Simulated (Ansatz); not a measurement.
`[CH3][AlH][S][GeH3]` + H₂S → `[SH][GeH3]` + `[CH3][AlH][SH]` at 298.15 K and 1 bar (ligand exchange at a Ge–S bond).

Program: Ansatz. Geometries: PBE0-D4/def2-TZVP. ΔE: electronic, gas phase. CCSD(T)/CBS is the MP2 limit (def2-TZVPP, def2-QZVPP) plus CCSD(T) − MP2 in def2-TZVPP, frozen cores. This one scheme is used for every species. For Ge outer-core shells are correlated without core-valence functions, which leaves a few kJ/mol of doubt a bond. Scalar relativity is left out up to krypton. Each species was taken in one conformer, which may not be the lowest.

```
              species  CCSD(T)/CBS energy (Eh)  H − E (kJ/mol)  S (J/(mol·K))
`[CH3][AlH][S][GeH3]`              -2758.22792           203.9          390.2
                  H₂S               -398.97279            49.9          205.7
         `[SH][GeH3]`              -2476.30083            99.2          286.9
     `[CH3][AlH][SH]`               -680.89694           154.0          319.2
```

H − E and S are ideal-gas, rigid-rotor, harmonic terms from PBE0-D4/def2-TZVP, for one conformer and one mirror image of each species. 1 Eh = 2625.50 kJ/mol, R = 8.31446 J/(mol·K).

Problem. By hand: ΔE, ΔH, ΔS and ΔG.

Solution. ΔE = (-2476.30083) + (-680.89694) − (-2758.22792) − (-398.97279) = 0.00294 Eh = 7.7 kJ/mol. Δ(H − E) = 99.2 + 154.0 − 203.9 − 49.9 = -0.6, so ΔH = 7.1 kJ/mol. ΔS = 286.9 + 319.2 − 390.2 − 205.7 = 10.2 J/(mol·K). ΔG = 7.1 − 298.15 × (10.2)/1000 = 4.1 kJ/mol.

Problem. By hand: the equilibrium constant, and the temperature at which ΔG would vanish if ΔH and ΔS stayed fixed.

Solution. log₁₀ K = −ΔG/(RT ln 10) = -0.7. ΔG = 0 at ΔH/ΔS = 696 K, though so small a ΔH makes that figure unsure.

TΔS isn't small against ΔH here. The sign of ΔG lies within the doubt. A doubt of 5 kJ/mol in ΔE shifts log₁₀ K by 0.9 here. Other conformers and mirror images would add mixing entropy, several J/(mol·K) or more a flexible species. Modes under 60 cm⁻¹, often nearly free rotors, make the harmonic entropy too high. These are equilibria of isolated gas molecules and say nothing of rates. Largest T1 diagnostic: 0.011 (customary marks: 0.02 for closed shells, 0.045 for open ones).
